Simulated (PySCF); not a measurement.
HNSi, SMILES [SiH]#N.

Geometry: B3LYP-D3(BJ)/def2-TZVPD.

The numbers are results of TDDFT-PBE/def2-TZVPD in PySCF 2.14.0, not measurements.

Vertical excitations; the highest root listed may be one member of a degenerate set. Gas-phase values at a fixed geometry. State labels are in the subgroup C2v.

Computed UV-visible absorptions:
```tsv
state	symmetry	energy (eV)	λ (nm)	f	main pairs
S1	B1	3.91	317	0.034	HOMO−1→LUMO (degenerate set)
S2	B2	3.91	317	0.034	HOMO→LUMO (degenerate set)
S3	A2	3.94	315	0.000	HOMO→LUMO+1 50 %, HOMO−1→LUMO+2 50 %
S4	A2	4.14	299	0.000	HOMO−1→LUMO+2, HOMO→LUMO+1 (degenerate set)
S5	A1	4.14	299	0.000	HOMO−1→LUMO+1, HOMO→LUMO+2 (degenerate set)
S6	A1	4.62	268	0.002	HOMO−2→LUMO 63 %, HOMO→LUMO+2 18 %, HOMO−1→LUMO+1 18 %
S7	B2	5.10	243	0.006	HOMO−2→LUMO+2 (degenerate set)
S8	B1	5.10	243	0.006	HOMO−2→LUMO+1 (degenerate set)
S9	B2	6.55	189	0.059	HOMO→LUMO+3 (degenerate set)
S10	B1	6.55	189	0.059	HOMO−1→LUMO+3 (degenerate set)
T1	A1	2.76	449	0	HOMO→LUMO+2 47 %, HOMO−1→LUMO+1 47 %
T2	B2	3.06	405	0	HOMO→LUMO (degenerate set)
T3	B1	3.06	405	0	HOMO−1→LUMO (degenerate set)
T4	A2	3.22	385	0	HOMO→LUMO+1 50 %, HOMO−1→LUMO+2 50 %
```
Triplets are in the Tamm–Dancoff approximation, which puts them higher than full response would, so one can lie above its singlet here.
